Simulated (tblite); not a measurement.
Run record: tight-binding relaxation, `C1CC([SiH]2[SiH2][SiH2][SiH2]2)C1`.

Computed with GFN2-xTB geometry optimisation, gas phase (tblite 0.8.0). Start geometry: from a force field or distance geometry. The input is one job of a driver script: a line of settings, then coordinates in Å.

Command:
```bash
OMP_NUM_THREADS=1 python probes_run.py task.json out
```

Input:
```
{"job": {"kind": "relax", "xc": "GFN2-xTB", "basis": "xTB"}, "charge": 0, "multiplicity": 1}
C     -2.958000     0.294800    -0.445900
C     -2.078300     0.834100     0.663700
C     -1.228500    -0.426400     0.430200
Si     0.530400    -0.335500     0.815200
Si     1.936100    -1.627700    -0.334900
Si     3.448300    -0.023800     0.098500
Si     1.701800     1.385000     0.015100
C     -1.683200    -0.324600    -0.993800
H     -3.672600    -0.445600     0.001800
H     -3.429900     1.066600    -1.075000
H     -2.554100     0.893400     1.656800
H     -1.459200     1.705500     0.374900
H     -1.752600    -1.269900     0.956500
H      0.788900    -0.505900     2.253800
H      2.247200    -2.886800     0.338700
H      1.631800    -1.752500    -1.761300
H      4.455500     0.180200    -0.934200
H      4.027300    -0.138100     1.461400
H      1.805000     2.533700     0.940500
H      1.372600     1.733100    -1.371400
H     -1.199500     0.424300    -1.634800
H     -1.939100    -1.294500    -1.456800
```

Output:
```
step      E/eV     max force
  0    -611.52577    2.553
  1    -611.87789    1.035
  2    -612.06367    0.882
  3    -612.22664    0.882
  4    -612.35498    0.757
  5    -612.43899    0.667
  6    -612.50611    0.540
  7    -612.56211    0.516
  8    -612.61894    0.527
  9    -612.66949    0.485
... (121 lines left out)
131    -613.04204    0.026
132    -613.04219    0.023
133    -613.04228    0.018
134    -613.04233    0.016
135    -613.04237    0.015
136    -613.04242    0.020
137    -613.04247    0.017
138    -613.04251    0.013
139    -613.04254    0.010
140    -613.04257    0.009
```

«max force» is the largest atomic force in eV/Å.

Question: From which step on does the largest force stay under 0.1 eV/Å, and how much energy is left to gain from there?

Answer: From step 85 (0.094 eV/Å), 20.7 meV above the end.

Main results: energy lowered by 35.0 kcal/mol over 140 steps; largest atomic force 0.009 eV/Å at the end.

Question: Give the final coordinates.

Answer: 1.076 Å rms from the input after alignment:
```
atom  x, y, z in Å
C1    -2.3890    0.7286   -0.8342
C2    -2.2673    0.6035    0.6903
C3    -1.3181   -0.5988    0.5149
Si4    0.4169   -0.4296    1.2872
Si5    2.0002   -1.8184    0.2165
Si6    2.9956    0.0875   -0.7440
Si7    1.5554    1.4873    0.4884
C8    -1.3848   -0.4182   -1.0133
H9    -3.3840    0.5074   -1.2170
H10   -2.0657    1.6852   -1.2411
H11   -3.2002    0.3832    1.2075
H12   -1.8085    1.4700    1.1663
H13   -1.7928   -1.5315    0.8256
H14    0.1767   -0.5683    2.7388
H15    2.8736   -2.5681    1.1295
H16    1.4992   -2.8583   -0.6919
H17    2.8577    0.1873   -2.2043
H18    4.4389    0.2679   -0.5424
H19    2.2184    2.2999    1.5188
H20    0.7803    2.4900   -0.2581
H21   -0.4459   -0.1096   -1.4757
H22   -1.7670   -1.2778   -1.5625
```

The run took 1.7 s of wall time on an Intel Xeon 6975P-C with one thread, no GPU (shared host).
Labels such as C1 count atoms from 1, the log's own numbers from 0.
